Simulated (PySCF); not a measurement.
Compound: C₆H₁₀OP (charge +1).
Numbering: `[CH3:1][C:2](=[O:3])[CH2:4][P@H+:5]1[CH:6]=[C:7]1[CH3:8]`

Cartesian coordinates in Å at the GFN2-xTB level; atoms count from 1:
```xyz
18
C6H10OP angstrom
C     -3.3591   -0.3239   -0.0678
C     -2.0127   -0.0083   -0.5814
O     -1.7561    0.7864   -1.4630
C     -0.7871   -0.6972    0.0056
P      0.4876    0.0960   -1.0552
C      1.3752    1.5388   -0.5539
C      2.1231    0.4355   -0.3940
C      3.4160   -0.0763    0.0374
H     -3.4914    0.1639    0.8996
H     -4.1235    0.0509   -0.7446
H     -3.4802   -1.3932    0.0907
H     -0.6226   -0.4668    1.0618
H     -0.8121   -1.7844   -0.1073
H      0.4296   -0.2611   -2.3818
H      1.3525    2.6032   -0.4565
H      3.2920   -0.8093    0.8346
H      3.9126   -0.5853   -0.7892
H      4.0474    0.7376    0.3886
```

Probes without a nucleus sit at each ring's centroid and 1 Å off its mean plane on both sides; NICS is minus the shielding there, NICSzz its component along the normal. Level: GIAO PBE0/pcSseg-1 (PySCF, non-relativistic, gas phase) on the GFN2-xTB geometry, one conformer.

Ring bond lengths (Å), with Mayer bond orders in brackets: P5–C6 1.767 (1.06), C6–C7 1.342 (1.48), C7–P5 1.796 (1.00).

Problem. Give the NICS values of each ring in ppm.

Solution. 
```csv
ring,type,NICS(0),"NICS(1), two faces","NICS(1)zz, two faces",rms pucker (Å),"centre to ring atoms, mean (Å)"
P5–C6–C7,"3-membered ring with P; formal bonds 1 double, 2 single",-23.1,-9.7 / -10.0,-16.2 / -15.1,0.00,0.95
```

Problem. What can be read from them?

Solution. 
- P5–C6–C7: mean NICS(1)zz -15.6 ppm, shielded. P5 has four or more neighbours, so the value isn't read as a sign of a π ring current. NICS(0) lies 13 ppm below the mean NICS(1).

Problem. List the ring angles and the Hirshfeld charges of the ring atoms.

Solution. 
- P5–C6–C7: P5 44.3° (+0.396 e), C6 69.1° (-0.026 e), C7 66.7° (+0.036 e); sum 180.0° against 180° for a flat convex ring.

Problem. How shielded are the nuclei of the rings and their hydrogens (means over atoms taken as equivalent)?

Solution. 
```tsv
atoms	environment	σ isotropic (ppm)	principal values of the symmetric part, first atom (ppm)
P5	phosphonium phosphorus	503.0	298.5, 369.2, 841.4
C6	alkene CH carbon	61.8	-65.1, 78.2, 172.2
C7	fully substituted alkene carbon	22.3	-113.3, 15.2, 164.9
H14	P–H hydrogen	26.31	20.5, 23.0, 35.4
H15	vinylic hydrogen	23.57	21.5, 22.7, 26.5
```
